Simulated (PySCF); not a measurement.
# NMR data sheet: C$_{6}$H$_{11}$FO$_{2}$Si

```
Formula                               : C6H11FO2Si
SMILES                                : C=C(O[SiH2][C@H](C)F)C(C)=O
Point group of the computed structure : C1
Degrees of unsaturation               : 2
Carbon signals                        : 6
Proton signals                        : 7
```

Numbering as in the mapped SMILES `[CH2:1]=[C:2]([O:3][SiH2:4][C@H:5]([CH3:6])[F:7])[C:8]([CH3:9])=[O:10]`. Each H is labelled by its parent atom. Ha(C1) is cis to O3; Ha(Si4) is pro-R; Hb(Si4) is pro-S; Hb(C1) is trans to O3.

Isolated molecule, a single conformation, averaged over atoms made equivalent by symmetry, fast rotation or ring inversion, no relativistic terms. GFN2-xTB geometry; GIAO PBE0/pcSseg-1 shieldings; PySCF.

Shifts are taken against calculated references (same method and geometry level): $^{1}$H, $^{13}$C, $^{29}$Si against TMS; $^{19}$F against CFCl3; $^{17}$O against H2O.

| carbon | δC, type | δH (multiplicity) | HMBC from (2–3 bonds) | span of the C tensor (ppm) |
| --- | --- | --- | --- | --- |
| C1 | 110.6, CH2 | Hb(C1) 5.51 (m); Ha(C1) 5.66 (m) | – | 189 |
| C2 | 160.0, C | – | Ha(C1), Hb(C1), Ha(Si4), Hb(Si4), H(C9) | 172 |
| C5 | 87.9, CH | 4.68 (m) | Ha(Si4), Hb(Si4), H(C6) | 112 |
| C6 | 20.4, CH3 | 1.46 (m) | Ha(Si4), Hb(Si4), H(C5) | 32 |
| C8 | 203.4, C | – | Ha(C1), Hb(C1), H(C9) | 201 |
| C9 | 25.6, CH3 | 2.49 (s) | – | 48 |

Other nuclei:
```json
{"atoms": "Ha(Si4)", "nucleus": "$^{1}$H", "environment": "hydrogen on a silicon bonded to C, O", "δ (ppm)": "5.29", "σ (ppm)": "26.42"}
{"atoms": "Hb(Si4)", "nucleus": "$^{1}$H", "environment": "hydrogen on a silicon bonded to C, O", "δ (ppm)": "4.94", "σ (ppm)": "26.77"}
{"atoms": "F7", "nucleus": "$^{19}$F", "environment": "fluorine on an sp3 carbon", "δ (ppm)": "-261.0", "σ (ppm)": "431.9"}
{"atoms": "Si4", "nucleus": "$^{29}$Si", "environment": "silicon bonded to C, O, 2 H", "δ (ppm)": "-32.9", "σ (ppm)": "382.0"}
{"atoms": "O10", "nucleus": "$^{17}$O", "environment": "ketone oxygen", "δ (ppm)": "603.5", "σ (ppm)": "-267.4"}
{"atoms": "O3", "nucleus": "$^{17}$O", "environment": "oxygen bonded to C, Si", "δ (ppm)": "106.6", "σ (ppm)": "229.5"}
```

1. Carbon types of the structure: 2 × C, 1 × CH, 1 × CH2, 2 × CH3, leaving 2 H on heteroatoms.
2. δC 203.4: ketone carbonyl carbon; low-lying n→π* states of the double bond to the heteroatom give a large paramagnetic term (-272 ppm).
3. δC 160.0: alkene carbon bearing oxygen; an sp2 carbon further deshielded by the attached heteroatom.
4. δC 110.6: β carbon of a C=C–C=O unit.
5. δC 87.9: sp3 CH bonded to F and Si; pulled downfield by the heteroatom.
6. δC 20.4: methyl carbon; saturated and bonded to C and H only.

Splittings by $^{19}$F in the carbon and heteronuclear signals aren't shown, as no couplings were computed. Shifts are as computed. Against solution values, carbons near 30 ppm lie about +3 ppm off and those near 130 ppm about +5 ppm. Of 1211 compounds with measured shifts, 218 miss one by over three times the rms of a fit or turn the order of signals round; such compounds aren't used in these exercises. Unscaled 19F shifts against computed CFCl3 carry errors that often reach 10 to 50 ppm. Unscaled 17O shifts of doubly bonded oxygen tend to come out too high, by tens of ppm or more. Experimental scales use liquid or dissolved standards, which lie at an offset from isolated H2O (liquid H2O: subtract about 36 ppm). No couplings were computed; multiplicities are counted from neighbouring protons, with m where these are inequivalent, close in shift, in a saturated or five-membered ring or joined by F or P, and br s for small geminal =CH2 splittings.
